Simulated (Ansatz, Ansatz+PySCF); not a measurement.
```xyz
4

N     0.0000    0.0000    0.1119
H     0.8610    0.0000   -0.2610
H    -0.4305    0.7456   -0.2610
H    -0.4305   -0.7456   -0.2610
```

Basis set: def2-SVP (spherical functions). Left uncorrelated: 1 orbital. Charge 0, multiplicity 1.

Computed with Ansatz (development build ahead of 0.2.0); each method stands on the lowest determinant of its kind that the runs found. Restricted open shells among the atoms or ions are ROHF, correlated in semicanonical orbitals with singles.

The atomization energy at this shape (free ground-state atoms in the same class of orbitals less the molecule, no zero-point energy) of singlet NH3:

```csv
method,atomization energy
RHF-CCSD(T),260.77 kcal/mol
RHF-MP2,259.02 kcal/mol
RHF,190.16 kcal/mol
```

(1) What does UHF give?

Results:

(1) 187.89 kcal/mol. Caution: the shape is not the minimum.
